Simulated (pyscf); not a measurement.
**F–GeH₂–SnH₃, singlet**

Gas-phase minimum from PySCF at ωB97X-D3(BJ)/def2-SVP, one conformer. 

SMILES: [F][GeH2][SnH3]
```xyz
8

F     -2.8576    -0.2070    -1.1289
Ge    -1.5676     0.6482    -1.9576
Sn     0.2201     1.0829    -0.1633
H     -1.1132    -0.2789    -3.0971
H     -2.2097     1.9189    -2.5385
H      1.5528     1.8989    -0.8539
H      0.7471    -0.4026     0.4865
H     -0.4450     2.0451     1.0774
```
Charge 0, spin multiplicity 1.

Bonded distances (Å): F1–Ge2 1.756, Ge2–Sn3 2.570, Ge2–H4 1.538, Ge2–H5 1.538, Sn3–H6 1.708, Sn3–H7 1.705, Sn3–H8 1.705. Bond angles (°): F1–Ge2–Sn3 105.3, F1–Ge2–H4 105.9, F1–Ge2–H5 105.9, Sn3–Ge2–H4 114.4, Sn3–Ge2–H5 114.5, H4–Ge2–H5 110.0, Ge2–Sn3–H6 109.9, Ge2–Sn3–H7 109.5, Ge2–Sn3–H8 109.4, H6–Sn3–H7 109.2, H6–Sn3–H8 109.2, H7–Sn3–H8 109.6.

Properties at ωB97X-D3(BJ)/def2-SVP:

* **Harmonic wavenumbers, unscaled**: 68, 114, 247, 323, 408, 497, 678, 688, 713, 752, 753, 810, 888, 1971, 1982, 1983, 2181, 2185 cm⁻¹
* **Zero-point energy**: 24.6 kcal/mol
* **Rotational symmetry number**: 1
* **Entropy of this conformer at 298 K and 1 atm, rigid rotor and harmonic oscillator, modes under 100 cm⁻¹ raised to 100**: 345.8 J/(mol K)
* **Dipole moment**: 2.12 D

Single-point totals, which compare only within one level (frozen core for MP2 and CC):

| level | total energy (hartree) |
|---|---|
| ωB97X-D3(BJ)/def2-TZVP | -2394.26997 |
| PBE/def2-TZVP | -2393.78788 |
| r²SCAN/def2-TZVP | -2394.24272 |
| B3LYP-D3(BJ)/def2-TZVP | -2394.35197 |
| PBE0-D3(BJ)/def2-TZVP | -2393.86273 |
| M06-2X/def2-TZVP | -2394.09965 |
| ωB97M-D3(BJ)/def2-TZVP | -2394.28574 |
| HF/def2-TZVPP | -2391.13325 |
| MP2/def2-TZVPP | -2391.98094 |
| CCSD/def2-TZVPP | -2391.99889 |
| CCSD(T)/def2-TZVPP | -2392.02424 |

Soft torsions are taken as harmonic, which can shift the entropy by several J/(mol K). The CCSD(T) − MP2 part came from Ansatz, without density fitting, on the same reference. The frozen core leaves the outer d or s,p core shells of the metals and heavy elements correlated in the MP2 and CC values, and def2-TZVPP describes them poorly, so these totals are far from the basis limit. Elements up to Kr have no core potential and no relativistic terms here. Elements past Kr carry the def2 core potentials, without spin-orbit coupling.
